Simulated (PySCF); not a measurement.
**Ionisation energy of Sr(28+) by level of theory**

Sr(28+) [Ne] (1S) → Sr(29+) [He] 2s2 2p5 (2P), as a difference of total energies. All numbers are calculated (PySCF 2.14, the non-relativistic Hamiltonian (point nucleus), in an uncontracted even-tempered set (15 s from 8.7 bohr⁻², ratio 2.5; 9 p from 11 bohr⁻², ratio 2.5; 5 d from 52 bohr⁻², ratio 2.7; 5 f from 77 bohr⁻², ratio 2.7)). Correlated levels: nothing frozen; virtual orbitals above 40 to 60 times the deepest correlated orbital energy dropped. The calculations carry no spin-orbit coupling.

```tsv
method	ionisation energy (eV)
UHF	3338.4
LDA	3337.3
PBE	3337.2
PBE0	3338.0
r2SCAN	3339.7
M06	3341.0
BLYP	3337.6
MP2 (all electrons)	3339.9
SCS-MP2 (all electrons)	3339.8
```

A first-order spin-orbit estimate (lowest level to lowest level, LS coupling) adds -21.120 eV.

All relativistic terms are absent from these numbers, so their closeness to the reference says little about the methods.

For comparison: 3344.7 ± 1.9 eV (semi-empirical (NIST evaluation); NIST Atomic Spectra Database, ionization energies).
